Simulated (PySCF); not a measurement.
# Ar²⁺: excitation energy

Ar²⁺ [Ne] 3s2 3p4 (3P) → Ar²⁺ [Ne] 3s1 3p5, s spin flipped, as a difference of total energies. Computed with PySCF 2.14 in aug-cc-pV(D+d)Z, with no relativity, point nucleus. Correlated levels: valence: [Ne] frozen. The calculations carry no spin-orbit coupling.

| method | excitation energy (eV) |
| --- | --- |
| UHF | 20.978 |
| LDA | 15.954 |
| PBE | 16.283 |
| PBE0 | 17.430 |
| r2SCAN | 17.397 |
| M06-2X | 17.555 |
| wB97X | 17.359 |
| BLYP | 16.154 |
| r2SCANh | 17.707 |
| MP2 (valence) | 18.497 |
| SCS-MP2 (valence) | 18.149 |

Question: How much does correlation contribute at MP2 (valence)?

Answer: 18.497 − (20.978) = -2.481 eV, measured against UHF.

The upper determinant mixes two multiplicities, so it lies between the two terms.
